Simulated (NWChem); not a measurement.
The numbers come from NWChem runs, not from measurements. System: H₈Si₃, charge 0, spin multiplicity 1, displaced from the optimised geometry.

Input file:

```
start mol
memory heap 200 mb stack 900 mb global 1100 mb
geometry units angstroms nocenter noautoz
  Si     0.090131    -1.990369     0.431472
  Si     0.000000     0.000000    -0.917483
  Si    -0.090131     1.990369     0.431472
  H      0.139817    -3.235516    -0.443884
  H      1.329950    -1.965148     1.315719
  H     -1.140211    -2.070793     1.325612
  H     -1.231944    -0.055604    -1.815667
  H      1.231944     0.055604    -1.815667
  H      1.140211     2.070793     1.325612
  H     -1.329950     1.965148     1.315719
  H     -0.139817     3.235516    -0.443884
  symmetry group C2
end
basis spherical
  * library def2-svp
end
dft
  xc becke88 perdew86
  semidirect memsize 60000000 filesize 0
  iterations 100
  convergence nodiis damp 40
end
task dft gradient
```

The output up to the point where the run's verdict is printed (cleaned and shortened):

```
             Northwest Computational Chemistry Package (NWChem) 7.3.0
             --------------------------------------------------------

                                NWChem Input Module
                                -------------------

 Scaling coordinates for geometry "geometry" by  1.889725989
 (inverse scale =  0.529177249)

 Turning off AUTOSYM since
 SYMMETRY directive was detected!

                             Geometry "geometry" -> ""
                             -------------------------

 Output coordinates in angstroms (scale by  1.889725989 to convert to a.u.)

  No.       Tag          Charge          X              Y              Z
 ---- ---------------- ---------- -------------- -------------- --------------
    1 Si                  14.0000     0.09013100    -1.99036900     0.43147200
    2 Si                  14.0000     0.00000000     0.00000000    -0.91748300
    3 Si                  14.0000    -0.09013100     1.99036900     0.43147200
    4 H                    1.0000     0.13981700    -3.23551600    -0.44388400
    5 H                    1.0000     1.32995000    -1.96514800     1.31571900
    6 H                    1.0000    -1.14021100    -2.07079300     1.32561200
    7 H                    1.0000    -1.23194400    -0.05560400    -1.81566700
    8 H                    1.0000     1.23194400     0.05560400    -1.81566700
    9 H                    1.0000     1.14021100     2.07079300     1.32561200
   10 H                    1.0000    -1.32995000     1.96514800     1.31571900
   11 H                    1.0000    -0.13981700     3.23551600    -0.44388400

 Effective nuclear repulsion energy (a.u.)     187.6329798843

            Nuclear Dipole moment (a.u.)
            ----------------------------
        X                 Y               Z
 ---------------- ---------------- ----------------
    -0.0000000000     0.0000000000     0.0000264562

      Symmetry information
      --------------------

 Group name             C2
 Group number              4
 Group order               2
 No. of unique centers     6

      Symmetry unique atoms
[...]
 d= 0,ls=0.5         52   -809.8725721990 -5.31D+01  3.94D-01               8.8
 d= 0,ls=0.5         53   -756.8051304758  5.31D+01  3.94D-01               9.0
 d= 0,ls=0.5         54   -809.8725721990 -5.31D+01  3.94D-01               9.2
 d= 0,ls=0.5         55   -756.8051304758  5.31D+01  3.94D-01               9.3
 d= 0,ls=0.5         56   -809.8725721990 -5.31D+01  3.94D-01               9.5
 d= 0,ls=0.5         57   -756.8051304758  5.31D+01  3.94D-01               9.7
 d= 0,ls=0.5         58   -809.8725721990 -5.31D+01  3.94D-01               9.8
 d= 0,ls=0.5         59   -756.8051304758  5.31D+01  3.94D-01              10.0
 d= 0,ls=0.5         60   -809.8725721990 -5.31D+01  3.94D-01              10.2
 d= 0,ls=0.5         61   -756.8051304758  5.31D+01  3.94D-01              10.3
 d= 0,ls=0.5         62   -809.8725721990 -5.31D+01  3.94D-01              10.5
 d= 0,ls=0.5         63   -756.8051304758  5.31D+01  3.94D-01              10.7
 d= 0,ls=0.5         64   -809.8725721990 -5.31D+01  3.94D-01              10.8
 d= 0,ls=0.5         65   -756.8051304758  5.31D+01  3.94D-01              11.0
 d= 0,ls=0.5         66   -809.8725721990 -5.31D+01  3.94D-01              11.2
 d= 0,ls=0.5         67   -756.8051304758  5.31D+01  3.94D-01              11.3
 d= 0,ls=0.5         68   -809.8725721990 -5.31D+01  3.94D-01              11.5
 d= 0,ls=0.5         69   -756.8051304758  5.31D+01  3.94D-01              11.6
 d= 0,ls=0.5         70   -809.8725721990 -5.31D+01  3.94D-01              11.8
 d= 0,ls=0.5         71   -756.8051304758  5.31D+01  3.94D-01              12.0
 d= 0,ls=0.5         72   -809.8725721990 -5.31D+01  3.94D-01              12.1
 d= 0,ls=0.5         73   -756.8051304758  5.31D+01  3.94D-01              12.3
 d= 0,ls=0.5         74   -809.8725721990 -5.31D+01  3.94D-01              12.5
 d= 0,ls=0.5         75   -756.8051304758  5.31D+01  3.94D-01              12.6
 d= 0,ls=0.5         76   -809.8725721990 -5.31D+01  3.94D-01              12.8
 d= 0,ls=0.5         77   -756.8051304758  5.31D+01  3.94D-01              12.9
 d= 0,ls=0.5         78   -809.8725721990 -5.31D+01  3.94D-01              13.1
 d= 0,ls=0.5         79   -756.8051304758  5.31D+01  3.94D-01              13.3
 d= 0,ls=0.5         80   -809.8725721990 -5.31D+01  3.94D-01              13.4
 d= 0,ls=0.5         81   -756.8051304758  5.31D+01  3.94D-01              13.6
 d= 0,ls=0.5         82   -809.8725721990 -5.31D+01  3.94D-01              13.8
 d= 0,ls=0.5         83   -756.8051304758  5.31D+01  3.94D-01              14.0
 d= 0,ls=0.5         84   -809.8725721990 -5.31D+01  3.94D-01              14.1
 d= 0,ls=0.5         85   -756.8051304758  5.31D+01  3.94D-01              14.3
 d= 0,ls=0.5         86   -809.8725721990 -5.31D+01  3.94D-01              14.5
 d= 0,ls=0.5         87   -756.8051304758  5.31D+01  3.94D-01              14.6
 d= 0,ls=0.5         88   -809.8725721990 -5.31D+01  3.94D-01              14.8
 d= 0,ls=0.5         89   -756.8051304758  5.31D+01  3.94D-01              15.0
 d= 0,ls=0.5         90   -809.8725721990 -5.31D+01  3.94D-01              15.1
 d= 0,ls=0.5         91   -756.8051304758  5.31D+01  3.94D-01              15.3
 d= 0,ls=0.5         92   -809.8725721990 -5.31D+01  3.94D-01              15.4
 d= 0,ls=0.5         93   -756.8051304758  5.31D+01  3.94D-01              15.6
 d= 0,ls=0.5         94   -809.8725721990 -5.31D+01  3.94D-01              15.8
 d= 0,ls=0.5         95   -756.8051304758  5.31D+01  3.94D-01              15.9
 d= 0,ls=0.5         96   -809.8725721990 -5.31D+01  3.94D-01              16.1
 d= 0,ls=0.5         97   -756.8051304758  5.31D+01  3.94D-01              16.3
 d= 0,ls=0.5         98   -809.8725721990 -5.31D+01  3.94D-01              16.4
 d= 0,ls=0.5         99   -756.8051304758  5.31D+01  3.94D-01              16.6
 d= 0,ls=0.5        100   -809.8725721990 -5.31D+01  3.94D-01              16.8
```

The run did not converge; its last values are not results. The next line reads: Calculation failed to converge. NWChem stopped with the message: dft gradient failed.
